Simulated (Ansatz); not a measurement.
Program: Ansatz. Geometries: PBE0-D4/def2-TZVP. ΔE: electronic, gas phase. CCSD(T)/CBS is the MP2 limit (def2-TZVPP, def2-QZVPP) plus CCSD(T) − MP2 in def2-TZVPP, frozen cores. This one scheme is used for every species. DFT in def2-TZVPP. B3LYP here is the variant with VWN-RPA as its local correlation; programs differ in this. One conformer a species, not always the lowest.

`[SiH3]C[NH][AlH][SH]` + H–F → `FC[NH][AlH][SH]` + SiH₄  (substitution at a C–Si bond)

| level | ΔE (kcal/mol) | difference from CCSD(T)/CBS |
| --- | --- | --- |
| r2SCAN-D4 | 4.9 | -3.6 |
| PBE0-D4 | 6.8 | -1.7 |
| B3LYP-D4 | 5.2 | -3.3 |
| ωB97X-V | 4.2 | -4.3 |
| B2PLYP | 4.5 | -4.0 |
| PBE | 4.4 | -4.1 |
| r2SCAN | 4.4 | -4.1 |
| B3LYP | 2.3 | -6.2 |
| HF/def2-TZVPP | -0.3 | -8.8 |
| MP2/def2-TZVPP | 9.2 | 0.7 |
| CCSD/def2-TZVPP | 6.2 | -2.3 |
| CCSD(T)/def2-TZVPP | 6.9 | -1.6 |
| MP2/def2-QZVPP | 10.2 | 1.7 |
| HF/CBS(def2) | -0.1 | -8.6 |
| MP2/CBS(def2) | 10.9 | 2.4 |
| CCSD/CBS(def2) | 7.8 | -0.7 |
| CCSD(T)/CBS | 8.5 | 0 |

Largest T1 diagnostic among the species: 0.012.

In def2-TZVPP, CCSD(T) changes the Hartree–Fock value by +7.1 kcal/mol (the triples alone add +0.7 kcal/mol) and MP2 by +9.5 kcal/mol. The D4 term adds +2.9 kcal/mol with B3LYP and +1.7 kcal/mol with PBE0; it sums over pairs of atoms, weighted by their polarisabilities, and B3LYP, whose exchange is more repulsive, gets the larger term.
